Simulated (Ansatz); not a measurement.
The same path of GaH4N + H4Si (11 atoms, charge 0, multiplicity 1) was run twice with different band settings. Lost on the way: Si7–H11. Made: Ga1–Si7, N2–H11.

Theory: RKS PBE0-D4/def2-SVP in Ansatz 0.2.0.

Relaxed end points:

```xyz
11
Properties=species:S:1:pos:R:3
Ga 0.254 -0.127 0.554
N 0.004 -1.255 1.950
H -0.901 -1.580 2.265
H 0.749 -1.592 2.548
H 1.726 0.267 0.205
H -1.023 0.303 -0.246
Si -0.502 3.314 0.968
H -1.988 3.196 0.965
H -0.089 4.567 1.667
H 0.022 3.311 -0.428
H 0.080 2.146 1.710
```

```xyz
11
Properties=species:S:1:pos:R:3
Ga 0.193 0.605 0.194
N -0.135 -0.218 2.171
H -0.838 -0.957 2.138
H 0.726 -0.626 2.535
H 1.729 0.252 0.053
H -0.842 -0.291 -0.600
Si -0.401 2.912 0.616
H -1.818 3.060 1.102
H 0.448 3.534 1.691
H -0.275 3.801 -0.586
H -0.454 0.478 2.846
```

Common settings: spring 5.0 eV/Å²; optimiser quadratic models (default); start path through a guess of the saddle point; force threshold 0.05 eV/Å; iteration limit 60; end points relaxed.

| run | movable images | climbing image |
| --- | --- | --- |
| 1 | 7 | yes |
| 2 | 4 | no |

What does each run give, and how far can it be trusted?

Run 1: converged after 28 iterations, highest image 1.138 eV above the first end. A structure lower than the last end lies on the path between it and the top, so the climb from that side starts below the end, which may itself be a saddle point or a shallow side well. Neighbouring images differ by up to 1.6 eV, so the band resolves the path poorly. A vibrational analysis at the climbing image gives one clearly imaginary mode, 1344i cm⁻¹: a first-order saddle point.
Run 2: converged after 33 iterations, highest image 0.020 eV above the first end. A structure lower than the last end lies on the path between it and the top, so the climb from that side starts below the end, which may itself be a saddle point or a shallow side well. No image climbed, so the highest image needn't sit at the top of the path. A band with more images between the same ends climbed to 1.14 eV, so this one has probably stepped over the top.
The orbitals stay closed-shell, which can raise the energy where a bond breaks towards radicals; this wasn't checked here.
